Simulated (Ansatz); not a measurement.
Reaction (ligand exchange at the Si–C bond): `O/C(Cl)=C/[SiH3]` + `C[O][Zn][OH]` → `C[O][Zn][O][SiH3]` + `C=C(O)Cl`

Isolated molecules relaxed with PBE0-D4/def2-TZVP in Ansatz; ΔE leaves out vibrations. CBS: MP2 limit from def2 TZ/QZ plus the TZ coupled-cluster correction, frozen cores. DFT in def2-TZVPP. B3LYP here is the variant with VWN-RPA as its local correlation; programs differ in this. For Zn outer-core shells are correlated without core-valence functions, which leaves a few kJ/mol of doubt a bond. Scalar relativity is left out up to krypton. One conformer a species, not always the lowest.

| level | ΔE (kJ/mol) |
| --- | --- |
| PBE | -76.0 |
| r2SCAN | -88.6 |
| B3LYP | -97.1 |
| CCSD/def2-TZVPP | -101.8 |

Task: What does CCSD(T)/CBS give? (Estimate.)

Result: Computed: -93.6 kJ/mol. The listed levels differ from it by 17.6, 5.0, -3.5, -8.2 kJ/mol.

Largest T1 diagnostic among the species: 0.017.

From PBE to PBE0 (25 % exact exchange), in def2-TZVPP and without D4, ΔE moves by −10.4 kJ/mol. In def2-TZVPP, CCSD(T) changes the Hartree–Fock value by +30.8 kJ/mol (the triples alone add +5.4 kJ/mol) and MP2 by +32.9 kJ/mol. The D4 term adds +4.7 kJ/mol with B3LYP and +2.5 kJ/mol with PBE0; it sums over pairs of atoms, weighted by their polarisabilities, and B3LYP, whose exchange is more repulsive, gets the larger term.
